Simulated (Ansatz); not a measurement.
ClFH4O2Si2 can be A, `O[Si](F)(Cl)O[SiH3]`, or B, `O[Si](O)(F)[SiH2]Cl`.

Isolated molecules relaxed with PBE0-D4/def2-TZVP in Ansatz; ΔE leaves out vibrations. CCSD(T)/CBS is the MP2 limit (def2-TZVPP, def2-QZVPP) plus CCSD(T) − MP2 in def2-TZVPP, frozen cores. Functionals use def2-TZVPP. B3LYP here is the variant with VWN-RPA as its local correlation; programs differ in this. Each species was taken in one conformer, which may not be the lowest.

Question: Which is lower in electronic energy at CCSD(T)/CBS, and by how much? (Estimate.)

Answer: Computed: A, by 123.6 kJ/mol.

Question: Give E(B) − E(A) in kJ/mol with MP2/def2-TZVPP, r2SCAN-D4, B3LYP-D4, CCSD/def2-TZVPP, PBE-D4, HF/def2-TZVPP, ωB97M-V. (Best estimate.)

Answer: Computed: MP2/def2-TZVPP 131.7, r2SCAN-D4 118.4, B3LYP-D4 119.8, CCSD/def2-TZVPP 129.5, PBE-D4 94.0, HF/def2-TZVPP 149.2, ωB97M-V 125.1. None reverses the order clearly.

Largest T1 diagnostic: 0.012.

In def2-TZVPP, CCSD(T) changes the Hartree–Fock value by −23.2 kJ/mol (the triples alone add −3.4 kJ/mol) and MP2 by −17.5 kJ/mol. From PBE to PBE0 (25 % exact exchange), in def2-TZVPP and without D4, E(B) − E(A) moves by +11.8 kJ/mol.
